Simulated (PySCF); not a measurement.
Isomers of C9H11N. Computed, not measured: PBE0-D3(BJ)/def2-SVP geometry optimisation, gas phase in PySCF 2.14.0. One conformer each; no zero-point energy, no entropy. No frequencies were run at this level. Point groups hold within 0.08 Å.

Question: Rank from lowest to highest electronic energy at this level (kJ/mol).
A. `[CH2:1]=[CH:2][c:3]1[cH:4][cH:5][cH:6][c:7]([NH:8][CH3:9])[cH:10]1` with C1–C2–C3–C4 0°, C6–C7–N8–C9 -173°
B. `[CH2:1]=[CH:2][c:3]1[cH:4][cH:5][cH:6][cH:7][c:8]1[CH2:9][NH2:10]` with C1–C2–C3–C4 -32°, C7–C8–C9–N10 109°, C8–C9–N10–H 62° and -54°
C. `[CH2:1]=[N:2][c:3]1[cH:4][cH:5][c:6]([CH2:7][CH3:8])[cH:9][cH:10]1` with C1–N2–C3–C4 42°, C5–C6–C7–C8 -87°

Answer: A (0.0), C (2.6), B (13.4).

Neighbours under 10 kJ/mol apart (C=Cc1cccc(NC)c1 and C=Nc1ccc(CC)cc1) can change places with a better method, another conformer or zero-point energy.

| SMILES | E (Eh) | E rel (kJ/mol) | dipole (D) | point group | A, B, C (MHz) |
| --- | --- | --- | --- | --- | --- |
| C=Cc1cccc(NC)c1 | -403.55962 | 0.0 | 2.27 | near Cs | 2427, 893.1, 655.9 |
| C=Nc1ccc(CC)cc1 | -403.55863 | 2.6 | 1.59 | C1 | 3819, 710.7, 650.6 |
| C=Cc1ccccc1CN | -403.55451 | 13.4 | 1.17 | C1 | 1692, 1326, 791.3 |
